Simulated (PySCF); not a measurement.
# How the method changes the constants of CsCd⁺

State: ¹Σ⁺ (singlet), closed shell. Set-up: PySCF, scalar-relativistic core potentials, basis sets Cs def2-SVP with ECP46, Cd def2-SVP with ECP28. De refers to Cs⁺ + Cd in their ground configurations, without counterpoise correction. A positive dipole points towards Cd; it is taken about the centre of mass and depends on that origin.

| Level | Re (Å) | ωe (cm⁻¹) | De (eV) | μ (D) |
| --- | --- | --- | --- | --- |
| RHF-MP2 | 4.080 | 38.6 | 0.167 | n/a |
| RHF-SCS-MP2 | 4.134 | 36.8 | 0.155 | n/a |
| RHF-CCSD | 4.151 | 36.2 | 0.157 | n/a |
| RHF-CCSD(T) | 4.137 | 36.5 | 0.159 | n/a |
| LDA | 3.841 | 48.3 | 0.218 | -6.34 |
| PBE | 4.072 | 39.3 | 0.166 | -6.89 |
| revPBE | 4.217 | 33.6 | 0.136 | -7.29 |
| PW91 | 4.056 | 39.6 | 0.173 | -6.86 |
| r²SCAN | 4.092 | 38.5 | 0.150 | -7.01 |
| PBE0 | 4.088 | 39.1 | 0.161 | -6.86 |
| HSE06 | 4.072 | 39.5 | 0.164 | -6.83 |

The bond length runs from 3.841 Å (LDA) to 4.217 Å (revPBE). De spans 0.14 eV (revPBE, GGA) to 0.22 eV (LDA, local density).

Correlated steps freeze no core orbitals. Closed-shell solutions of metal pairs were not tested for spin polarisation, which can lower them a little. The bond is weak. Basis-set superposition, not corrected here, can be much of De in a small basis, most of all at correlated wavefunction levels. Spin–orbit coupling is left out. For an ion De counts to the pair picked by the measured ionisation energies or electron affinities, which need not be the lowest pair at this level.

The whole job (state search and all levels along the bond) took about 1.6 min on 1 thread of Oxide Virtual Turin-like (shared host), peak memory 0.69 GiB.
